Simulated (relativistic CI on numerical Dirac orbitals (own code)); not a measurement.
# Energy levels of Cr²⁺

These numbers are calculated, not measured: Dirac-Coulomb-Breit CI, separate exchange-only KLI orbitals for each configuration, QED by a radiative potential, valence Slater integrals scaled by 0.85, configuration energies shifted to the measured levels that pair with them (semi-empirical) (own radial code, finite nucleus).

CI space (outside the closed core [Ne] 3s2): 3p⁶3d⁴, 3p⁶3d³4s, 3p⁶3d³4p, 3p⁶3d²4s², 3p⁶3d³4d, 3p⁶3d³5s, 3p⁶3d³5p, 3p⁶3d²4s4p, 3p⁶3d³4f, 3p⁶3d³5d, 3p⁶3d³5f, 3p⁶3d³5g, 3p⁵3d⁵, 3p⁶3d²4p², 3p⁶3d²4s4d. Levels of other configurations are missing.

The lowest level is 3p⁶3d⁴ ⁵D0, with 100 % of that term; Hund's rules for 3p⁶3d⁴ give ⁵D with J = 0, in agreement.

```tsv
No.	Configuration	Term	J	E (cm⁻¹)	%	Next component (%)	Lifetime (s)	jj configuration (%)
1	3p⁶3d⁴	⁵D	0	0.0	100			3d3/2^2 3d5/2^2 (68)
2	3p⁶3d⁴	⁵D	1	56.1	100		1.05e+05	3d3/2^3 3d5/2 (50)
3	3p⁶3d⁴	⁵D	2	165.4	100		1.35e+04	3d3/2^2 3d5/2^2 (66)
4	3p⁶3d⁴	⁵D	3	323.2	100			3d3/2 3d5/2^3 (46)
5	3p⁶3d⁴	⁵D	4	523.5	100			3d3/2 3d5/2^3 (46)
6	3p⁶3d⁴	³H	4	16832.1	99			3d3/2^2 3d5/2^2 (42)
7	3p⁶3d⁴	³H	5	16937.8	99			3d3/2^2 3d5/2^2 (69)
8	3p⁶3d⁴	³H	6	17053.0	100			3d3/2 3d5/2^3 (57)
9	3p⁶3d⁴	³P	0	18000.4	99		5.37e+00	3d3/2^4 (59)
10	3p⁶3d⁴	³P	1	18354.1	100		6.25e+00	3d3/2^3 3d5/2 (46)
11	3p⁶3d⁴	³P	2	18978.6	100		9.77e+00	3d3/2 3d5/2^3 (37)
12	3p⁶3d⁴	³F	2	19244.5	100		2.14e+01	3d3/2^2 3d5/2^2 (51)
13	3p⁶3d⁴	³F	3	19294.1	98	2 ³G	1.04e+01	3d3/2^2 3d5/2^2 (47)
14	3p⁶3d⁴	³F	4	19360.4	97	2 ³G	7.52e+00	3d3/2^3 3d5/2 (32)
15	3p⁶3d⁴	³G	3	21165.9	98	2 ³F	5.83e+01	3d3/2^2 3d5/2^2 (46)
16	3p⁶3d⁴	³G	4	21300.0	97	2 ³F	7.62e+01	3d3/2^2 3d5/2^2 (52)
17	3p⁶3d⁴	³G	5	21424.2	99		5.13e+01	3d3/2 3d5/2^3 (69)
18	3p⁶3d⁴	¹I	6	25418.7	100		2.86e+01	3d3/2^2 3d5/2^2 (57)
19	3p⁶3d⁴	¹G	4	26596.1	99		7.30e+00	3d3/2^2 3d5/2^2 (36)
20	3p⁶3d⁴	³D	3	27450.1	100		1.05e+01	3d3/2 3d5/2^3 (51)
21	3p⁶3d⁴	³D	2	27498.8	99		1.29e+01	3d3/2^2 3d5/2^2 (36)
22	3p⁶3d⁴	³D	1	27561.7	100		1.03e+01	3d3/2 3d5/2^3 (51)
23	3p⁶3d⁴	¹S	0	30937.2	100		4.00e+00	3d3/2 3d5/2^3 (44)
24	3p⁶3d⁴	¹D	2	33053.8	99		6.58e+00	3d3/2^2 3d5/2^2 (33)
25	3p⁶3d⁴	¹F	3	38354.1	99		1.19e+01	3d3/2 3d5/2^3 (58)
26	3p⁶3d⁴	³F	4	44605.5	99		2.62e-01	3d3/2^2 3d5/2^2 (71)
27	3p⁶3d⁴	³F	2	44616.0	99		2.52e-01	3d3/2^2 3d5/2^2 (59)
28	3p⁶3d⁴	³F	3	44633.7	99		2.58e-01	3d3/2 3d5/2^3 (68)
29	3p⁶3d⁴	³P	2	45269.4	99			3d3/2^2 3d5/2^2 (58)
30	3p⁶3d⁴	³P	1	45707.8	99			3d3/2 3d5/2^3 (83)
```

Energies count from the lowest computed level; lifetimes are radiative, by E1, M1, E2 decay to levels of this space only; some are left blank where a channel outside the calculation adds to the decay or the decay crosses a small, uncertain gap. Filled j subshells are mostly left out of the jj labels.

The mean weight of the leading LS term, summed over parents, in these 30 levels is 99 %, and that of the leading jj configuration (from the same eigenvectors) 53 %, so LS coupling describes them better.

Configurations whose levels could be paired with our table of measured levels were shifted onto them, all but the ground configuration, by the median error of their levels; single terms can still be off by 1,000 to 2,000 cm⁻¹ or more, and rates follow the energies as ν³ (E1, M1) or ν⁵ (E2). The others borrow a shift and can be off by several thousand cm⁻¹ or more. The fine structure of a lone outer electron comes out too small, for d and f at times inverted, and misplaced configurations move strength between like terms. 67 of the 67 excited levels that our extract of the measured tables holds in this range could be paired (the sources list more); they are missed by 842 cm⁻¹ on average and 3565 at most, after the shifts were fitted to these levels, and levels without a partner can miss by more.

Landé's interval rule says that E(J) − E(J−1) = AJ with one A. For the ground term the intervals give A = 56.1, 54.7, 52.6, 50.1 cm⁻¹ for J = 1, 2, 3, 4; the multiplet is regular.
